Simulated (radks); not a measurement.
Initial-state core-level shifts of the sulfur ion S3+ when its valence configuration changes from [Ne] 3s2 3p1. Method: non-relativistic Kohn-Sham, PBE, spin-polarised, spherical densities, point nucleus; open shells are filled with parallel spins first; computed with a radial shooting solver on a logarithmic mesh with Libxc functionals. Shifts are changes of the shell-averaged eigenvalues in eV (positive: less bound); the change of the density at the nucleus, which sets a Mossbauer isomer shift, is in e/bohr^3, on a base of 2680.

valence	1s	2s	2p	density at nucleus
3s1 3p2	-0.573	-0.663	-0.637	-11.2330
3p3	-1.620	-1.754	-1.703	-22.7644
3s0.5 3p2.5	-1.099	-1.211	-1.173	-16.9868
3s1.5 3p1.5	-0.357	-0.393	-0.381	-5.5712
